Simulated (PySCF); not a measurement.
Theoretical values (PySCF 2.14): GFN2-xTB structure, shieldings: GIAO PBE0/pcSseg-1. No solvent model, single conformer, relativity neglected, averaged over atoms made equivalent by symmetry, fast rotation or ring inversion.

δ = σ(ref) − σ, references computed at the same level: ¹H (σ = 31.72 ppm) and ¹³C (σ = 186.93 ppm) vs TMS. Shifts are as computed. Against solution values, carbons near 30 ppm lie about +3 ppm off and those near 130 ppm about +5 ppm. Of 1211 compounds with measured shifts, 218 miss one by over three times the rms of a fit or turn the order of signals round; such compounds aren't used in these exercises. OH and NH positions are gas-phase values without hydrogen bonding to other molecules.

Task: Order these molecules by the shift of their most shielded carbon-bound hydrogen, lowest δ first.
A. C=C[P@@](=O)(O)C(F)(F)C(F)(F)F
B. CC(=O)O[Si@H]([SiH3])[SiH2][SiH3]
C. COC(=O)c1ocpc1C

Result: B (2.15 ppm, hydrogen on a methyl carbon α to a carbonyl), C (2.93 ppm, hydrogen on a methyl carbon on an aromatic ring), A (6.63 ppm, hydrogen on an alkene CH).

Task: Order these molecules by the shift of their most shielded carbon, lowest δ first.
A. C=C[P@@](=O)(O)C(F)(F)C(F)(F)F
B. COC(=O)c1ocpc1C
C. COC(=O)c1cpc(C)o1

Result: B (18.4 ppm, methyl carbon on an aromatic ring), C (22.5 ppm, methyl carbon on an aromatic ring), A (119.9 ppm, fully substituted sp3 carbon bonded to 2 F and P).

Task: How many ¹³C and ¹H signals does each give (equivalence by symmetry and fast rotation, but not about amide C–N or C=N bonds)? `COC(=O)c1ocpc1C`, `C=C[P@@](=O)(O)C(F)(F)C(F)(F)F`, `CC(=O)O[Si@H]([SiH3])[SiH2][SiH3]`, `COC(=O)c1cpc(C)o1`

Result: COC(=O)c1ocpc1C: 6 C, 3 H; C=C[P@@](=O)(O)C(F)(F)C(F)(F)F: 4 C, 4 H; CC(=O)O[Si@H]([SiH3])[SiH2][SiH3]: 2 C, 6 H; COC(=O)c1cpc(C)o1: 6 C, 3 H.
